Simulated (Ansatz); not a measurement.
`C#[C][Al]([NH2])[F]` + HCl → `[NH2][Al]([F])[Cl]` + `C#C` at 500 K and 1 bar (ligand exchange at the Al–C bond).

Computed with Ansatz on PBE0-D4/def2-TZVP structures; ΔE is electronic, products minus reactants. CBS: MP2 limit from def2 TZ/QZ plus the TZ coupled-cluster correction, frozen cores. This one scheme is used for every species. One conformer a species, not always the lowest.

```
              species  CCSD(T)/CBS energy (Eh)  H − E (kJ/mol)  S (J/(mol·K))
`C#[C][Al]([NH2])[F]`               -474.49892           168.1          396.2
                  HCl               -460.38127            32.5          201.9
 `[NH2][Al]([F])[Cl]`               -857.68991           114.6          363.5
                `C#C`                -77.22717            90.7          225.3
```

H − E and S are ideal-gas, rigid-rotor, harmonic terms from PBE0-D4/def2-TZVP, for one conformer and one mirror image of each species. 1 Eh = 2625.50 kJ/mol, R = 8.31446 J/(mol·K).

By hand: ΔE, ΔH, ΔS and ΔG.

ΔE = (-857.68991) + (-77.22717) − (-474.49892) − (-460.38127) = -0.03689 Eh = -96.9 kJ/mol. Δ(H − E) = 114.6 + 90.7 − 168.1 − 32.5 = 4.7, so ΔH = -92.2 kJ/mol. ΔS = 363.5 + 225.3 − 396.2 − 201.9 = -9.3 J/(mol·K). ΔG = -92.2 − 500 × (-9.3)/1000 = -87.5 kJ/mol.

By hand: the equilibrium constant, and the temperature at which ΔG would vanish if ΔH and ΔS stayed fixed.

log₁₀ K = −ΔG/(RT ln 10) = 9.1. ΔG = 0 at ΔH/ΔS = 9914 K, far beyond where these terms or the molecules hold.

The number of gas molecules stays the same, so ΔS is small and ΔH decides. A doubt of 5 kJ/mol in ΔE shifts log₁₀ K by 0.5 here. Other conformers and mirror images would add mixing entropy, several J/(mol·K) or more a flexible species. These are equilibria of isolated gas molecules and say nothing of rates. Largest T1 diagnostic: 0.013 (customary marks: 0.02 for closed shells, 0.045 for open ones).
